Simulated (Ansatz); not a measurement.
```yaml
crystal:
  periodic: [false, false, false]
  atoms:
    - {symbol: Mo, position_ang: [-0.366208, -0.229394, 0.546957]}
    - {symbol: Se, position_ang: [-0.098846, 1.879995, 0.234896]}
    - {symbol: Se, position_ang: [0.405738, -1.596651, -1.076289]}
basis:
  gaussian: {orbitals: def2-SVPD}
total_charge: 1
magnetization: {spin_polarized: true, initial_magnetization: 1}
hamiltonian: {xc: {name: revPBE}, dispersion: d3bj, pseudopotentials: {relativity: none}}
```

```sh
$ ansatz run in.yaml --threads 4 --pin off --events-out ev --progress --plain --max-ram 3916MiB
```

Output, abridged:

```
Functional definition: revPBE
1208 factors; their error is unknown
mean field evaluation 1: about -132502.0110 eV, gradient 6.7e1 eV
mean field evaluation 2: about -132371.3560 eV, gradient 1.3e2 eV
mean field evaluation 4: about -132451.3507 eV, gradient 1.1e2 eV
mean field evaluation 8: about -132523.0491 eV, gradient 3.5e-2 eV
mean field evaluation 16: about -132521.0867 eV, gradient 8.8e0 eV
mean field evaluation 32: about -132522.3705 eV, gradient 1.1e-3 eV
mean field evaluation 64: about -132521.7184 eV, gradient 9.6e0 eV
mean field evaluation 96: about -132522.2638 eV, gradient 1.4e0 eV
mean field -132523.03264764 eV, -4870.1316224631 hartree, gradient 1.0e-5 eV, S^2 0.845267; 14 other end points of the search recorded, 0 dependent functions left out
reference -132523.03274566 eV, -4870.1316260653 hartree; 41, 40 occupied and 75, 76 virtual orbitals, 1208 factors
Total energy: -132523.27782744 eV, -4870.1406326546 hartree
```

It took 15 s on 4 threads of Arm Neoverse V2 on a shared host.

In the def2 sets Mo takes a core potential; there is no spin–orbit coupling. The charge 1 doublet is spin-contaminated (final ⟨S²⟩ up to 0.85, 0.75 for a pure state).
